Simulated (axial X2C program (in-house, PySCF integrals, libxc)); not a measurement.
# CuIn: bond constants with and without spin–orbit coupling

Computed with an axial X2C code built on PySCF integrals. Spin-free means the one-electron spin-free X2C Hamiltonian; two-component (2c) means X2C with spin–orbit coupling and atomic mean-field two-electron Coulomb and Gaunt terms, so the difference of the two also holds small scalar two-electron terms. Basis: In dyall-cv3z [11s12p9d4f1g], Cu dyall-cv3z [9s9p6d3f2g] (cores contracted in-house); Gaussian nuclei, density fitting, unrestricted open shells. Masses: In 114.904 u, Cu 62.930 u.

State, spin-free: M_S = 0, Λ = 0 (closed shell); electrons by block: σα: 17, σβ: 17, π+α: 8, π+β: 8, π-α: 8, π-β: 8, δ+α: 3, δ+β: 3, δ-α: 3, δ-β: 3. Fragments: In + Cu.

State, 2c: Ω = 0 (closed shell); electrons by block: 1/2: 25, -1/2: 25, 3/2: 11, -3/2: 11, 5/2: 3, -5/2: 3. Fragments: In + Cu.

```json
{"Hamiltonian": "spin-free", "level": "PBE0", "Re (Å)": "2.551", "ωe (cm⁻¹)": "183.5", "Be (cm⁻¹)": "0.06369", "αe (cm⁻¹)": "0.000296", "De (eV)": "2.00", "D0 (eV)": "1.98", "k (mdyn/Å)": "0.807", "μ (D)": "-0.92"}
{"Hamiltonian": "spin-free", "level": "HF", "Re (Å)": "2.751", "ωe (cm⁻¹)": "143.9", "Be (cm⁻¹)": "0.05479", "αe (cm⁻¹)": "0.000229", "De (eV)": "n/a", "D0 (eV)": "n/a", "k (mdyn/Å)": "0.496", "μ (D)": "0.59"}
{"Hamiltonian": "spin-free", "level": "MP2", "Re (Å)": "2.521", "ωe (cm⁻¹)": "196.0", "Be (cm⁻¹)": "0.06521", "αe (cm⁻¹)": "0.000301", "De (eV)": "1.90", "D0 (eV)": "1.88", "k (mdyn/Å)": "0.92", "μ (D)": "n/a"}
{"Hamiltonian": "spin-free", "level": "r2SCAN", "Re (Å)": "2.498", "ωe (cm⁻¹)": "200.6", "Be (cm⁻¹)": "0.06644", "αe (cm⁻¹)": "0.000295", "De (eV)": "2.33", "D0 (eV)": "2.32", "k (mdyn/Å)": "0.964", "μ (D)": "-0.98"}
{"Hamiltonian": "2c", "level": "PBE0", "Re (Å)": "2.551", "ωe (cm⁻¹)": "183.3", "Be (cm⁻¹)": "0.0637", "αe (cm⁻¹)": "0.000297", "De (eV)": "n/a", "D0 (eV)": "n/a", "k (mdyn/Å)": "0.805", "μ (D)": "-0.89"}
{"Hamiltonian": "2c", "level": "HF", "Re (Å)": "2.749", "ωe (cm⁻¹)": "143.9", "Be (cm⁻¹)": "0.05487", "αe (cm⁻¹)": "0.00023", "De (eV)": "n/a", "D0 (eV)": "n/a", "k (mdyn/Å)": "0.496", "μ (D)": "0.66"}
{"Hamiltonian": "2c", "level": "MP2", "Re (Å)": "2.524", "ωe (cm⁻¹)": "195.5", "Be (cm⁻¹)": "0.0651", "αe (cm⁻¹)": "0.000302", "De (eV)": "1.74", "D0 (eV)": "1.73", "k (mdyn/Å)": "0.916", "μ (D)": "n/a"}
{"Hamiltonian": "2c", "level": "r2SCAN", "Re (Å)": "2.498", "ωe (cm⁻¹)": "200.4", "Be (cm⁻¹)": "0.06643", "αe (cm⁻¹)": "0.000295", "De (eV)": "n/a", "D0 (eV)": "n/a", "k (mdyn/Å)": "0.962", "μ (D)": "-0.96"}
```

Correlated methods: 14 electrons correlated (number of frozen shells: In 4 s, 3 p, 2 d; Cu 3 s, 2 p), 310 virtual spin orbitals or spinors in MP2.

Dipoles are positive if Cu is the positive end.

One determinant describes the state; a PBE0 search over occupations chose it and may have missed a lower one. Closed shells are restricted here (equal orbitals for both partners); the stretched side of such a curve lies too high. Dissociation energies refer to the lowest single-determinant-based atoms at the same level and basis. De is not given where an atomic determinant may have missed its ground term or J level, or where the truncated virtual space spoils (T). The functionals have no current-density term, which raises determinants with orbital currents, atoms included. With the outer-core shells frozen, correlated bond lengths of heavy atoms tend to come out a few hundredths of an ångström too long.

Rough cost a point (2c) on 1 thread(s) of a shared host, integrals apart: PBE0 0.8 s, HF 0.6 s, r2SCAN 0.9 s.

The whole task took 2.8 min on 1 thread of Intel(R) Xeon(R) Platinum 8488C (Sapphire Rapids) (shared host).
